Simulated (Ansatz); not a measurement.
Ansatz (an electronic-structure program) input (MP2/6-31G*):

Ansatz 0.2 input:
```yaml
crystal:
  periodic: [false, false, false]
  atoms:
    - {symbol: C, position_ang: [-0.70135988, 0.09443554, 0.00755393]}
    - {symbol: N, position_ang: [0.53274901, -0.32205473, -0.03424666]}
    - {symbol: H, position_ang: [-0.76010881, 1.24268472, 0.13805788]}
    - {symbol: H, position_ang: [1.23902506, 0.44508517, 0.05634518]}
basis:
  gaussian:
    orbitals: 6-31G*
total_charge: -1
magnetization: {spin_polarized: false}
correlation: {method: mp2, electrons: outside_noble_gas}
relax: {f_tol: 0.003, max_steps: 120}
```

Output:

```
Functional definition: HF
these checks for a lower state are left out or cut short: cluster_reference
integrals: 0.00 GiB planned
391 factors; integrals over basis functions are off by at most 6.0e-4 eV
mean field: 0.05 GiB planned
mean field evaluation 1: about -2538.9011 eV, gradient 1.7e1 eV
mean field evaluation 2: about -2538.9009 eV, gradient 1.7e1 eV
mean field evaluation 4: about -2539.8069 eV, gradient 2.4e0 eV
mean field evaluation 8: about -2539.8271 eV, gradient 4.3e-5 eV
mean field -2539.82696209 eV, -93.3369193002 hartree, gradient 5.9e-6 eV, S^2 0.000000; 0 other end points of the search recorded, 0 dependent functions left out
2 core orbitals not correlated
reference -2539.82696209 eV, -93.3369193002 hartree; 6, 6 occupied and 26, 26 virtual orbitals, 391 factors
densities: 0.05 GiB planned
second order -7.78905876 eV of doubles, -0.00000000 eV of singles
the calculation of the forces begins
relax step   1: F+E_penalty+E_count = -2547.61602085 eV  Δ(F+E_penalty+E_count) = +0.000e0 eV  max|allowed force component| = 1.148e0 eV/Å  Δτ_max = 0.0000 Å  (51 SCF iters, accepted)
these checks for a lower state are left out or cut short: starts, cluster_reference, orbital_swaps, neighbouring_geometries, increment
integrals: 0.00 GiB planned
391 factors; integrals over basis functions are off by at most 6.2e-4 eV
mean field: 0.05 GiB planned
mean field evaluation 16: about -2539.8130 eV, gradient 2.3e-3 eV
mean field -2539.81239142 eV, -93.3363838380 hartree, gradient 1.5e-6 eV, S^2 0.000000; 0 other end points of the search recorded, 0 dependent functions left out
2 core orbitals not correlated
reference -2539.81239142 eV, -93.3363838380 hartree; 6, 6 occupied and 26, 26 virtual orbitals, 391 factors
densities: 0.05 GiB planned
second order -7.81543093 eV of doubles, -0.00000000 eV of singles
the calculation of the forces begins
relax step   2: F+E_penalty+E_count = -2547.62782235 eV  Δ(F+E_penalty+E_count) = -1.180e-2 eV  max|allowed force component| = 3.211e-1 eV/Å  Δτ_max = 0.0111 Å  (39 SCF iters, accepted)
these checks for a lower state are left out or cut short: starts, cluster_reference, orbital_swaps, neighbouring_geometries, increment
integrals: 0.00 GiB planned
391 factors; integrals over basis functions are off by at most 6.2e-4 eV
mean field: 0.05 GiB planned
mean field evaluation 32: about -2539.8036 eV, gradient 1.5e-6 eV
mean field -2539.80355311 eV, -93.3360590363 hartree, gradient 1.5e-6 eV, S^2 0.000000; 0 other end points of the search recorded, 0 dependent functions left out
2 core orbitals not correlated
reference -2539.80355311 eV, -93.3360590363 hartree; 6, 6 occupied and 26, 26 virtual orbitals, 391 factors
densities: 0.05 GiB planned
second order -7.82554673 eV of doubles, -0.00000000 eV of singles
the calculation of the forces begins
relax step   3: F+E_penalty+E_count = -2547.62909984 eV  Δ(F+E_penalty+E_count) = -1.277e-3 eV  max|allowed force component| = 4.151e-2 eV/Å  Δτ_max = 0.0043 Å  (39 SCF iters, accepted)
these checks for a lower state are left out or cut short: starts, cluster_reference, orbital_swaps, neighbouring_geometries, increment
integrals: 0.00 GiB planned
391 factors; integrals over basis functions are off by at most 6.2e-4 eV
mean field: 0.05 GiB planned
mean field -2539.80320858 eV, -93.3360463748 hartree, gradient 2.4e-6 eV, S^2 0.000000; 0 other end points of the search recorded, 0 dependent functions left out
2 core orbitals not correlated
reference -2539.80320858 eV, -93.3360463748 hartree; 6, 6 occupied and 26, 26 virtual orbitals, 391 factors
densities: 0.05 GiB planned
second order -7.82592654 eV of doubles, -0.00000000 eV of singles
the calculation of the forces begins
relax step   4: F+E_penalty+E_count = -2547.62913512 eV  Δ(F+E_penalty+E_count) = -3.528e-5 eV  max|allowed force component| = 1.023e-2 eV/Å  Δτ_max = 0.0013 Å  (32 SCF iters, accepted)
these checks for a lower state are left out or cut short: starts, cluster_reference, orbital_swaps, neighbouring_geometries, increment
integrals: 0.00 GiB planned
391 factors; integrals over basis functions are off by at most 6.2e-4 eV
mean field: 0.05 GiB planned
mean field -2539.80371435 eV, -93.3360649617 hartree, gradient 8.3e-6 eV, S^2 0.000000; 0 other end points of the search recorded, 0 dependent functions left out
2 core orbitals not correlated
reference -2539.80371435 eV, -93.3360649617 hartree; 6, 6 occupied and 26, 26 virtual orbitals, 391 factors
densities: 0.05 GiB planned
second order -7.82542480 eV of doubles, -0.00000000 eV of singles
the calculation of the forces begins
relax step   5: F+E_penalty+E_count = -2547.62913915 eV  Δ(F+E_penalty+E_count) = -4.031e-6 eV  max|allowed force component| = 2.820e-3 eV/Å  Δτ_max = 0.0008 Å  (26 SCF iters, accepted)
these checks for a lower state are left out or cut short: cluster_reference
integrals: 0.00 GiB planned
391 factors; integrals over basis functions are off by at most 6.2e-4 eV
mean field: 0.05 GiB planned
mean field evaluation 64: about -2539.8037 eV, gradient 8.3e-6 eV
mean field -2539.80371435 eV, -93.3360649617 hartree, gradient 8.3e-6 eV, S^2 0.000000; 1 other end points of the search recorded, 0 dependent functions left out
2 core orbitals not correlated
reference -2539.80371435 eV, -93.3360649617 hartree; 6, 6 occupied and 26, 26 virtual orbitals, 391 factors
densities: 0.05 GiB planned
second order -7.82542480 eV of doubles, -0.00000000 eV of singles
the calculation of the forces begins
Total energy: -2547.62913915 eV, -93.6236440187 hartree
Atom 0 at    -0.715416     0.088986     0.006869 Å, force     0.000811     0.000498     0.000060 eV/Å
Atom 1 at     0.539708    -0.326686    -0.034742 Å, force    -0.001580    -0.002820    -0.000328 eV/Å
Atom 2 at    -0.754382     1.247451     0.138627 Å, force    -0.000508     0.000236     0.000025 eV/Å
Atom 3 at     1.240396     0.450400     0.056957 Å, force     0.001277     0.002086     0.000243 eV/Å
Dipole moment:     0.451292     0.342793     0.041100 e Å
Checks for a lower state left out: cluster_reference
```

The dipole moment of an ion depends on the origin.

The geometry given is a B3LYP-D3(BJ)/def2-TZVP minimum.
